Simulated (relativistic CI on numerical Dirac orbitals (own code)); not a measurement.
**Hyperfine structure of In XLVIII, mass number 113**

Method of calculation: Dirac-Coulomb-Breit CI, orbitals from a KLI potential per configuration, model QED (radiative potential, 1s self-energy scaled to tabulated hydrogen-like ionisation energies), unscaled Slater integrals (own radial code, finite nucleus).

CI space: 1s², 1s2s, 1s2p, 1s3s, 1s3p, 1s3d, 1s4s, 1s4p, 1s4d, 1s4f, 1s5s, 1s5p, 1s5d, 1s5f, 1s5g, 1s6s, 1s6p, 1s6d. Levels of other configurations are missing.

Nuclear spin I = 9/2, μ = 5.5208 μN, Q = 0.761 b (tables of Stone and Pyykkö). The electronic factors are computed for point nuclear moments, without core polarisation or the Bohr-Weisskopf and QED corrections.

```
    Level   E (Ry)  A (GHz)   B (GHz)
 1s2s ³S1  1807.08    25150  -0.00507
1s2p ³P°1  1812.13    23070     -31.9
1s2p ³P°2  1830.76    11340       361
1s2p ¹P°1  1833.11   -10620       209
 1s3s ³S1  2147.14    23110  -0.00656
1s3p ³P°1  2148.52    22440     -8.72
1s3p ³P°2  2154.06    11200       110
 1s3d ³D2  2154.63    11170      21.6
```

Levels with J = 0, under 50 % of one LS term, or S terms without an open s electron are left out. Small factors come from cancelling terms and can be off by tens of per cent or more.

At this charge energies of transitions that change n are usually good to better than 1 %, and those within a shell (Δn = 0) to a few per cent.

Give the hyperfine levels of 1s2s ³S1 relative to its centre of gravity.

With K = F(F + 1) − I(I + 1) − J(J + 1), E = AK/2 + B[¾K(K + 1) − I(I + 1)J(J + 1)]/[2I(2I − 1)J(2J − 1)]: F = 7/2: -138300, F = 9/2: -25150, F = 11/2: 113200 GHz.

LS names give the leading component of a level, which can be under half, so a name can repeat, a term be missing and a line seem to break the LS rules.
